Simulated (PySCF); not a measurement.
Yb (ytterbium, neutral) across methods

[Xe] 4f14 5d2, high-spin 3F determinant (an excited configuration). Computed with PySCF 2.14 in x2c-TZVPPall (11s7p7d4f2g, 113 functions), with the spin-free X2C one-electron Hamiltonian (Gaussian nucleus).

```csv
method,E (hartree),mean ε 4f α (eV),mean ε 4f β (eV),mean ε 5d α (eV),Σ⟨r²⟩ (bohr²),⟨S²⟩
r2SCAN,-14059.59,-1.750,-1.746,-1.218,79.43,2.070
LDA,-14050.12,-2.010,-1.944,-1.151,80.22,2.003
PBE,-14059.50,-1.856,-1.803,-1.190,81.31,2.014
PBE0,-14059.24,-4.612,-4.570,-1.629,80.71,2.003
```

(1) Estimate the same row for UHF.

⟨L²⟩ = 13.28 against 12 for a pure F term, so this real determinant mixes terms. Spin-orbit coupling, absent here, splits the open shell strongly. ⟨S²⟩ = 2.07 against 2.00 shows spin contamination.

Results:

(1) E (hartree) = -14054.38650; mean ε 4f α (eV) = -13.011; mean ε 4f β (eV) = -13.057; mean ε 5d α (eV) = -2.721; Σ⟨r²⟩ (bohr²) = 84.10; ⟨S²⟩ = 2.003.
